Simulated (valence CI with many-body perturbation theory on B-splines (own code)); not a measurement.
The numbers below are computed, except where a source is named.
**Sensitivity of CI+MBPT for Se¹⁹⁺**

Level of theory: relativistic CI+MBPT: five valence electrons over a frozen Dirac-Fock core [Ne], radial functions for each j: 6 s, 6 p, 5 d, 3 f, 1 g, with the one-electron correlation potential Σ1 (screened to all orders), the two-electron term Σ2, the three-electron term Σ3, Breit, model QED; selected single and double excitations, second order for the rest, scaled by the run's own slope (own B-spline code, finite nucleus).

No measured levels were compared; by estimate levels of excited configurations hold to 0.05 to 0.15 % of their energy, terms of the ground configuration to about 0.5 %. Among the levels kept, up to 1100 cm⁻¹ of a level comes from second order outside the variational space, and about a tenth of that is noise between levels of different J, which matters for small intervals.

The reference run has the lowest level 3s²3p³ ⁴S°_3/2 and an ionisation energy of 790.504 eV. Its largest variational space holds 10000 state functions.

Names give the largest LS component (configuration and term), which can be under half, so a name can repeat, a term be missing and a line seem to break the LS rules; names also repeat where a configuration has a term twice.

Changed runs:
A. highest l with Σ1, explicit Σ2 and valence Breit (higher l get mean screening factors) 3 → 1
B. orbitals per symmetry with explicit Σ2 and valence Breit (the others get mean screening factors) 5 → 7; scale of Σ1 1 → 0
C. lowest core n in screening and Σ2 1 → 4; Breit term on → off; QED terms on → off
D. start configuration 3s2 3p3 → 3s2 3p4 (bad on purpose)

Excitation energies of the reference run in cm⁻¹, and shifts in cm⁻¹:

```
                 Level  Reference       A       B
        3s²3p³ ²D°_3/2      65285     +29     -94
        3s²3p³ ²D°_5/2      88487     +66    -153
        3s²3p³ ²P°_1/2     130982    -142    -161
        3s²3p³ ²P°_3/2     175484     -88    -335
          3s3p⁴ ⁴P_5/2     458209   -1613    +900
          3s3p⁴ ⁴P_3/2     497619   -2026    +797
          3s3p⁴ ⁴P_1/2     508548   -1925    +787
          3s3p⁴ ²D_3/2     569699   -4726    +801
          3s3p⁴ ²D_5/2     586356   -3653    +713
       3s²3p²3d ²P_3/2     643064  -12098    +784
          3s3p⁴ ²S_1/2     650966            +752
       3s²3p²3d ⁴F_3/2     662391  -19320    +934
Ionisation energy (eV)    790.504  -0.022  -0.719
```

A blank means that the level has no clear partner in that run.

Run C: It gave no result: the setting left no core shell for the response of the core. The program said: "need at least one array to concatenate".

Run D: It gave no result: the electrons of core and valence do not add up to the charge. The program said: "core and valence hold 16 electrons, the ion has 15".
